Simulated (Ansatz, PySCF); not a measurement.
System: sum formula SiNHBr3, net charge 0, doublet state. It need not be the lowest isomer of its formula. 
Geometry from a B3LYP-D3(BJ)/def2-TZVP (Ansatz, a first-principles code) optimisation:
```xyz
6

Si     0.4609     0.0517    -0.1367
Br     0.4013    -0.6711     1.9596
Br    -0.4967    -1.4143    -1.4719
Br    -0.5898     1.9990    -0.3211
N      2.1352     0.1865    -0.5441
H      2.5834     0.9968    -0.1070
```
Charge 0, spin multiplicity 2.

Total electronic energies in hartree. Valence correlation only, unless marked. UHF or UKS for open shells. Spin-orbit coupling is left out. Frozen are the shells of the preceding noble gas and the d and f shells that filled before the atom's block. Non-relativistic. CBS(X,Y): correlation extrapolated as X^-3; Hartree-Fock from the larger set. [CCSD(T)-MP2]/basis is that difference in the basis named.

```
level                                                              program  energy (Eh)
----------------------------------------------------------  --------------  -----------
HF-D4/def2-TZVPD                                             PySCF + dftd4  -8061.41217
PBE-D4/def2-TZVPD                                           Ansatz + dftd4  -8066.09358
PBE0/STO-3G                                                         Ansatz  -7978.03382
PBE0-D4/def2-TZVP                                           Ansatz + dftd4  -8066.38671
PBE0/def2-QZVPP                                                     Ansatz  -8066.54899
r2SCAN0-D4/def2-TZVPD                                       Ansatz + dftd4  -8067.35040
CAM-B3LYP/def2-TZVPD                                                Ansatz  -8067.80852
LC-wPBE-D4/def2-TZVPD                                       Ansatz + dftd4  -8066.26727
MP2/6-31G                                                           Ansatz  -8060.34078
MP2/def2-SVP                                                        Ansatz  -8060.82746
SCS-MP2/6-31G*                                                      Ansatz  -8060.91994
SCS-MP2/def2-TZVPP                                                  Ansatz  -8062.12413
CCSD/6-31G*                                                         Ansatz  -8060.98529
CCSD(T)/STO-3G                                                      Ansatz  -7974.14724
RI-MP2/CBS(def2-TZVPP,def2-QZVPP)+[CCSD(T)-MP2]/def2-TZVPP          Ansatz   -8062.5198
```

Totals of different functionals don't rank their quality; only differences between species are comparable.
